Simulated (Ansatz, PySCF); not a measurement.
Spin states of O2Zr (SMILES [O]=[Zr]=[O]), each relaxed with B3LYP-D3(BJ)/def2-TZVP.
State 1 (charge 0, multiplicity 1):
```xyz
3

Zr     0.405    -0.339     0.405
O      0.875     0.367    -1.155
O     -1.313     0.020     0.680
```
State 2 (charge 0, multiplicity 3):
```xyz
3

Zr     0.49175    -0.37846     0.42968
O      0.82308     0.37319    -1.13808
O     -1.34800     0.05275     0.63818
```

Singlets are restricted, other states unrestricted; no spin–orbit coupling, no relativity up to Kr; see below for the cores. The largest T1 diagnostic is 0.044.

Correlated levels freeze the inner cores; with def2 sets outer-core shells near the valence are correlated too.

Programs: Ansatz (Gaussian basis) for Hartree–Fock, density functionals and correlated methods; PySCF for the dispersion terms. Values without a source in brackets are computed. In def2 rows elements past Kr take small-core potentials, without spin–orbit coupling.

Q: Predict the energy of the multiplicity-3 state less that of the multiplicity-1 state from PBE0/def2-TZVPP.

A: 43.7 kcal/mol

Ansatz is an electronic-structure program.
